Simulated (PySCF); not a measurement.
C4H9NSi, SMILES C=C1[SiH2]N[C@H]1C.

Coordinates come from a ωB97X-D3(BJ)/def2-SVP optimisation. The structure was generated by enumeration; whether it is a known compound was not checked.

Level of theory: TDA-PBE/def2-SVPD in PySCF 2.14.0.

Vertical excitations. Gas-phase values at a fixed geometry.

```tsv
state	energy (eV)	λ (nm)	f	main pairs
S1	4.23	293	0.003	HOMO→LUMO 98 %
S2	4.73	262	0.004	HOMO→LUMO+1 99 %
S3	5.53	224	0.012	HOMO→LUMO+2 99 %
S4	5.65	219	0.002	HOMO−2→LUMO 88 %
S5	5.79	214	0.003	HOMO−1→LUMO+1 90 %
S6	6.09	203	0.029	HOMO→LUMO+3 95 %
S7	6.17	201	0.009	HOMO→LUMO+4 59 %, HOMO−2→LUMO+1 38 %
S8	6.19	200	0.042	HOMO−2→LUMO+1 58 %, HOMO→LUMO+4 37 %
S9	6.47	192	0.004	HOMO→LUMO+5 98 %
S10	6.61	188	0.045	HOMO−1→LUMO+2 87 %
T1	3.88	320	0	HOMO→LUMO 91 %
T2	4.22	294	0	HOMO−1→LUMO 90 %
T3	4.48	277	0	HOMO→LUMO+1 100 %
T4	5.14	241	0	HOMO−2→LUMO 99 %
```
Triplets are in the Tamm–Dancoff approximation.
